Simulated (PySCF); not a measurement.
B2F3, SMILES F[B]B(F)F, multiplicity 2. Atoms are numbered in the order given.

```xyz
5

F      2.2205     0.1575     0.0000
B      1.0623    -0.4205     0.0000
B     -0.5642    -0.0176     0.0000
F     -1.2486     0.0429    -1.1313
F     -1.2486     0.0429     1.1313
```
Charge 0, spin multiplicity 2.

The structure is a stationary point at PBE0-D3(BJ)/def2-SVP. The isomer is the one that the SMILES or the coordinates give; other isomers of the formula were not compared. The values are those of a single conformer.

Two levels are set side by side: PBE/pcH-1 (PySCF) and B3LYP/pcH-1 (PySCF). Contact hyperfine couplings, same geometry. Differences are taken from unrounded values.

```json
[
 {"quantity": "A(iso) of 19F, atom F1 (MHz)", "B3LYP": "164.7"},
 {"quantity": "A(iso) of 11B, atom B2 (MHz)", "B3LYP": "252.6"},
 {"quantity": "A(iso) of 11B, atom B3 (MHz)", "B3LYP": "106.1"},
 {"quantity": "A(iso) of 19F, atom F4 (MHz)", "B3LYP": "42.1"},
 {"quantity": "A(iso) of 19F, atom F5 (MHz)", "B3LYP": "42.1"}
]
```

Q: What does PBE give, and how far is it from B3LYP? (The exact figures need the calculation; the answer reports its results.)

A: 
```
quantity                        PBE  PBE minus B3LYP
----------------------------  -----  ---------------
A(iso) of 19F, atom F1 (MHz)  123.7            -40.9
A(iso) of 11B, atom B2 (MHz)  224.5            -28.0
A(iso) of 11B, atom B3 (MHz)  101.6             -4.5
A(iso) of 19F, atom F4 (MHz)   39.5             -2.7
A(iso) of 19F, atom F5 (MHz)   39.5             -2.7
```

Rough cost on one machine, each run with all the roots and properties that it gave: B3LYP against PBE within a factor of 2.
